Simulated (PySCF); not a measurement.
**AsH₃: how level, basis and relativity move the structure**

Each row is its own optimisation.

Each entry is the lowest minimum that a search over a few typed start shapes (and spin states, where more than one is plausible) found, or that minimum re-optimised at the stated level; isomers with ligand–ligand bonds, or fragments after loss of a ligand pair, can lie lower. Open shells are unrestricted; no spin–orbit coupling; PySCF with density fitting.

| level | 2S+1 | point group | mean bond to As (Å) | distinct angles (°) | dipole (D) | lowest ω (cm⁻¹) | atomisation (kJ/mol) |
| --- | --- | --- | --- | --- | --- | --- | --- |
| B3LYP/def2-TZVP (no relativity) | 1 | C3v | 1.525 | 92 | 0.22 | 934 | 932 |
| BP86/def2-TZVP (no relativity) | 1 | C3v | 1.536 | 91 | 0.25 | 901 | 956 |
| PBE/def2-TZVP (no relativity) | 1 | C3v | 1.536 | 91 | 0.25 | 896 | 912 |
| PBE0/def2-TZVP (no relativity) | 1 | C3v | 1.522 | 92 | 0.34 | 922 | 900 |

Across these levels the mean bond spreads over 0.014 Å and the highest wavenumber over 94 cm⁻¹; all give the same point group.

Levels that gave another bonding pattern or an unsound solution are left out.
